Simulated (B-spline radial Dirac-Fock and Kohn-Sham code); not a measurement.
The M3 (3p3/2) level from Nb to Te

These are calculated numbers from a B-spline atomic structure program; the model is relaxed Dirac-Fock hole states (ΔSCF) with Breit and QED corrections and a finite nucleus. Free neutral atoms, energies in eV. Electron correlation is not included. Relaxation, Breit and QED are contributions to the binding energy. "Screened" places the removed electron in the lowest shell with room, a model of an edge from the Fermi level; tabulated edges (Elam, Ravel and Sieber 2002) are for the standard state, and for monatomic gases they compare with the unscreened value. A dash: no value, or a hole state left out as unreliable.

```
 Z  element  binding  relaxation  Breit    QED  screened  tabulated edge
41       Nb    370.9       -12.5  -0.34   0.00     364.4           360.6
42       Mo    403.7       -13.0  -0.39   0.00     396.2             394
43       Tc    441.8       -12.9  -0.43   0.00     430.1           417.7
44       Ru    472.0       -14.1  -0.48   0.00     462.6           461.5
45       Rh    507.7       -14.6  -0.54   0.00     497.4           496.5
46       Pd    539.5       -15.8  -0.60  -0.01     533.3           532.3
47       Ag    582.2       -15.7  -0.65  -0.01     575.0             573
48       Cd    627.0       -15.7  -0.71  -0.01     621.9           618.4
49       In    675.3       -15.9  -0.78  -0.01     669.0           665.3
50       Sn    725.3       -16.0  -0.84  -0.02     717.8           714.6
51       Sb    777.2       -16.2  -0.92  -0.02     768.3           766.4
52       Te    830.8       -16.4  -1.00  -0.03     820.6           820.8
```

Task: With what power of Z do the binding energy and the Breit term grow over this range?

Result: Between the end points the binding energy grows as Z^3.39 and the Breit term as Z^4.47.
